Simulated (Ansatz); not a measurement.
Basis-set series for C2H4GaNS. The species carries charge 0 and has multiplicity 1. The bonds changed during the relaxation, so this is another structure than the one it started from. The structure was optimised at the PBE0-D4/def2-TZVP level. It is one conformer, not always the lowest.

```xyz
9

S    -0.232    2.305   -0.714
Ga   -1.968    0.906   -0.083
C     0.008   -1.405    0.341
C     1.182   -0.562    0.188
N     1.499   -1.748    0.372
H    -1.074    3.337   -0.899
H    -0.511   -1.475    1.293
H    -0.539   -1.766   -0.526
H     1.635    0.408    0.027
```

```
functional       basis  functions  energy (Eh)  HOMO (eV)  LUMO (eV)
   PBE0-D4    def2-SVP        112  -2455.34853      -6.57      -1.50
   PBE0-D4  def2-TZVPP        239  -2455.88269      -6.64      -1.56
   ωB97M-V    def2-SVP        112  -2455.71251      -8.54       0.29
   ωB97M-V  def2-TZVPP        239  -2456.25136      -8.65       0.16
```

Give the rows for def2-QZVPP. (Estimate.)

Ansatz gave: 
```csv
functional,basis,functions,energy (Eh),HOMO (eV),LUMO (eV)
PBE0-D4,def2-QZVPP,450,-2455.94530,-6.67,-1.61
ωB97M-V,def2-QZVPP,450,-2456.31194,-8.69,-0.01
```

Positive LUMOs are unbound and depend on the basis. Scalar relativity is left out up to krypton.
